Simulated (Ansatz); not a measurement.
`O[Si]F` + `CC(C)OB(N)F` → `CC(C)O[Si]F` + `NB(O)F`  (redistribution)

Isolated molecules relaxed with PBE0-D4/def2-TZVP in Ansatz; ΔE leaves out vibrations. CCSD(T)/CBS is the MP2 limit (def2-TZVPP, def2-QZVPP) plus CCSD(T) − MP2 in def2-TZVPP, frozen cores. This one scheme is used for every species. Each species was taken in one conformer, which may not be the lowest.

`O[Si]F`:

Z-matrix (Å, degrees):
```
O
Si 1 1.637
H 1 0.963 2 120.3
F 2 1.620 1 101.6 3 0.0
```

`CC(C)OB(N)F`:

```xyz
16

C    -0.367    1.506    0.824
C     0.223    0.681   -0.301
C     1.670    1.024   -0.575
O     0.170   -0.704    0.038
B    -0.935   -1.457   -0.196
N    -0.974   -2.806    0.181
F    -2.012   -0.921   -0.802
H     0.188    1.333    1.749
H    -0.319    2.571    0.585
H    -1.413    1.241    0.991
H    -0.366    0.844   -1.211
H     2.067    0.406   -1.382
H     1.767    2.073   -0.862
H     2.275    0.853    0.319
H    -0.201   -3.257    0.633
H    -1.773   -3.388    0.011
```

`CC(C)O[Si]F`:

Z-matrix (Å, degrees):
```
C
C 1 1.513
H 1 1.092 2 110.3
H 1 1.092 2 110.8 3 120.0
H 1 1.092 2 110.3 3 -119.9
C 2 1.513 1 112.7 3 60.1
O 2 1.431 1 108.4 3 180.0
H 2 1.095 1 109.5 3 -62.0
H 6 1.092 2 110.3 1 59.9
H 6 1.091 2 110.9 1 180.0
H 6 1.092 2 110.3 1 -60.0
Si 7 1.626 2 133.4 1 118.8
F 12 1.623 7 102.6 2 -0.0
```

`NB(O)F`:

```xyz
7

N     0.139   -0.236   -0.894
B     0.326    0.145    0.446
O    -0.662    0.330    1.366
F     1.575    0.350    0.878
H     0.921   -0.353   -1.514
H    -0.752   -0.414   -1.318
H    -1.548    0.178    1.036
```

```json
{"species": "`O[Si]F`", "SCS-MP2/def2-TZVPP energy (Eh)": "-464.57297"}
{"species": "`CC(C)OB(N)F`", "SCS-MP2/def2-TZVPP energy (Eh)": "-373.91079"}
{"species": "`CC(C)O[Si]F`", "SCS-MP2/def2-TZVPP energy (Eh)": "-582.23367"}
{"species": "`NB(O)F`", "SCS-MP2/def2-TZVPP energy (Eh)": "-256.24865"}
```

Q: Work out ΔE.

A: ΔE = (-582.23367) + (-256.24865) − (-464.57297) − (-373.91079) = 0.00144 Eh = +0.9 kcal/mol. CCSD(T)/CBS gives +1.0 kcal/mol.

Largest T1 diagnostic among the species: 0.015.
